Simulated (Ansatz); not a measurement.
WS₂⁺ (the lowest doublet isomer of a short search) was relaxed with PBE-D4 (def2-TZVP) in Ansatz in these states: charge +1 doublet, charge +1 quartet. The geometries follow in no particular order.

In the def2 sets W takes a core potential; there is no spin–orbit coupling.

A:

```xyz
3

W     0.8893   -0.1921   -0.1781
S    -0.8639   -1.4019   -0.3885
S    -0.0254    1.5940    0.5666
```

B:

```xyz
3

W     0.066   -0.833    0.176
S    -0.195    0.063   -1.698
S     0.129    0.770    1.522
```

Task: Judge from the bond lengths which geometry belongs to which state (an estimate).

Result: A is the charge +1 quartet (W1–S3 2.140 Å, W1–S2 2.140 Å); B is the charge +1 doublet (W1–S3 2.094 Å, W1–S2 2.094 Å).

At PBE0-D4/def2-TZVP a doublet lies 1.25 eV below the charge +1 quartet. These are the stationary points nearest to one start from a short search; other shapes may lie lower in each state.
